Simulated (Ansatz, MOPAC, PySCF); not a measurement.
Noncovalent pair: CH2O (SMILES C=O) (first 4 atoms) with H2Se (SMILES [SeH2]); geometry from B3LYP-D3(BJ)/def2-TZVP, rigid monomers moved along the line of their centres of mass till O2···Se5 is 2.92 Å.
(charge 0, multiplicity 1):
```xyz
7

C      0.354     0.067    -0.329
O      1.084    -0.668     0.278
H      0.204    -0.034    -1.421
H     -0.204     0.879     0.174
Se     0.844     0.596     2.894
H      0.403    -0.803     2.875
H      0.197     0.832     4.196
```

Interaction energies are E(AB) − E(A) − E(B) at the monomers' geometry in the complex; basis-set methods are counterpoise corrected. Rows marked so take none.

Cores are frozen in the correlated methods. Filled d and f shells under p-block atoms count as core. Rows in 6-31G* carry no dispersion term and start afresh at each structure (6-31G* with six Cartesian d functions); the Pople sets are all-electron and without relativity. MP2/6-31G* freezes PySCF's default core, which leaves 3d correlated. The state that PM3 reach isn't checked.

Programs: Ansatz (Gaussian orbitals); MOPAC for PM3 (differences of heats of formation); PySCF for 6-31G* rows, the dispersion terms. 

```csv
level,interaction energy (meV)
PM3,-155.2
HF/6-31G* (no counterpoise),17.0
HF/aug-cc-pVTZ,74.7
r2SCAN-D4/def2-TZVPPD,-64.5
B3LYP/6-31G*,24.7
B3LYP-D4/def2-TZVPPD,-62.5
PBE0-D4/def2-TZVPPD,-69.6
MP2/6-31G* (no counterpoise),-82.9
MP2/aug-cc-pVDZ,___
```

### Question
What belongs in the gaps?

### Answer

- MP2/aug-cc-pVDZ, interaction energy (meV): -36.8

Ansatz is a program for electronic structure.
